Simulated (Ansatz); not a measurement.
`CC(C)[NH][Zr]([Cl])([Cl])[Cl]` + HI → `[Cl][Zr]([Cl])([Cl])[I]` + `CC(C)N` at 700 K and 1 bar (ligand exchange at a Zr–N bond).

Computed with Ansatz on PBE0-D4/def2-TZVP structures; ΔE is electronic, products minus reactants. CCSD(T)/CBS adds triple-zeta CCSD(T) − MP2 to the extrapolated MP2 energy (def2 sets, frozen cores). def2 core potentials past Kr. For I, Zr outer-core shells are correlated without core-valence functions, which leaves a few kJ/mol of doubt a bond. One conformer a species, not always the lowest.

```
                        species  CCSD(T)/CBS energy (Eh)  H − E (kJ/mol)  S (J/(mol·K))
`CC(C)[NH][Zr]([Cl])([Cl])[Cl]`              -1600.28862           422.8          668.3
                             HI               -298.03592            34.6          231.7
      `[Cl][Zr]([Cl])([Cl])[I]`              -1724.06608            76.9          488.3
                       `CC(C)N`               -174.28253           389.3          410.3
```

H − E and S are ideal-gas, rigid-rotor, harmonic terms from PBE0-D4/def2-TZVP, for one conformer and one mirror image of each species. 1 Eh = 2625.50 kJ/mol, R = 8.31446 J/(mol·K).

Problem. By hand: ΔE, ΔH, ΔS and ΔG.

Solution. ΔE = (-1724.06608) + (-174.28253) − (-1600.28862) − (-298.03592) = -0.02407 Eh = -63.2 kJ/mol. Δ(H − E) = 76.9 + 389.3 − 422.8 − 34.6 = 8.8, so ΔH = -54.4 kJ/mol. ΔS = 488.3 + 410.3 − 668.3 − 231.7 = -1.4 J/(mol·K). ΔG = -54.4 − 700 × (-1.4)/1000 = -53.4 kJ/mol.

Problem. By hand: the equilibrium constant, and the temperature at which ΔG would vanish if ΔH and ΔS stayed fixed.

Solution. log₁₀ K = −ΔG/(RT ln 10) = 4.0. ΔG = 0 at ΔH/ΔS = 38857 K, far beyond where these terms or the molecules hold.

The number of gas molecules stays the same, so ΔS is small and ΔH decides. A doubt of 5 kJ/mol in ΔE shifts log₁₀ K by 0.4 here. Other conformers and mirror images would add mixing entropy, several J/(mol·K) or more a flexible species. Modes under 60 cm⁻¹, often nearly free rotors, make the harmonic entropy too high. These are equilibria of isolated gas molecules and say nothing of rates. Largest T1 diagnostic: 0.015 (customary marks: 0.02 for closed shells, 0.045 for open ones).
